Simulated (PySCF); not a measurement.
**Nonlinear optical response: 1-chloro-4-ethylbenzene (c1c(CC)ccc(Cl)c1, C8H9Cl)**

Cartesian coordinates in Å; atom numbers follow the order of the lines, from 1:
```xyz
18

C    -1.8069    0.9131   -0.8705
C    -1.1367   -0.1400    0.0084
C     0.3472    0.0742    0.1392
C     0.8723    0.8869    1.1502
C     2.2390    1.1319    1.2505
C     3.1038    0.5562    0.3218
Cl    4.8087    0.8510    0.4371
C     2.6106   -0.2580   -0.6958
C     1.2404   -0.4903   -0.7782
H    -2.8903    0.7354   -0.9509
H    -1.3843    0.9059   -1.8871
H    -1.6571    1.9236   -0.4599
H    -1.5960   -0.1307    1.0103
H    -1.3248   -1.1426   -0.4089
H     0.1965    1.3377    1.8826
H     2.6404    1.7633    2.0449
H     3.3008   -0.7059   -1.4126
H     0.8571   -1.1325   -1.5763
```

The calculation used quadratic response CAM-B3LYP/aug-cc-pVDZ first hyperpolarisability, Taylor convention, gas phase in PySCF. Geometry: PBE0-D3(BJ)/def2-SVP.

Question: What is the first hyperpolarisability, and how does it disperse?

Answer: In au, Taylor convention; the vector part is βᵢ = ⅓ Σⱼ (βᵢⱼⱼ + βⱼᵢⱼ + βⱼⱼᵢ); β∥ is 3/5 of the vector part along the dipole, the dipole points from − to +:
| process | λ (nm) | β vector norm | β∥ | β HRS | depolarisation ratio |
| --- | --- | --- | --- | --- | --- |
| static β(0;0,0) | ∞ | 182.1 | -109.0 | 70.9 | 6.34 |
| second harmonic β(−2ω;ω,ω) | 1907 | 195.4 | -117.0 | 76.2 | 6.29 |
| Pockels β(−ω;ω,0) | 1907 | 186.4 | -111.6 | – | – |
| second harmonic β(−2ω;ω,ω) | 1064 | 230.9 | -138.2 | 90.3 | 6.18 |
| Pockels β(−ω;ω,0) | 1064 | 196.4 | -117.6 | – | – |

Question: Which lowest excitations, dipole and polarisabilities go with it?

Answer: S1 5.19 eV (f = 0.006); S2 5.76 eV (f = 0.148); S3 6.12 eV (f = 0.002); dipole 2.28 D; isotropic α 110.0 au static, 110.3 au at 1907 nm, 111.2 au at 1064 nm, 111.6 au at 953.5 nm, 115.5 au at 532 nm.
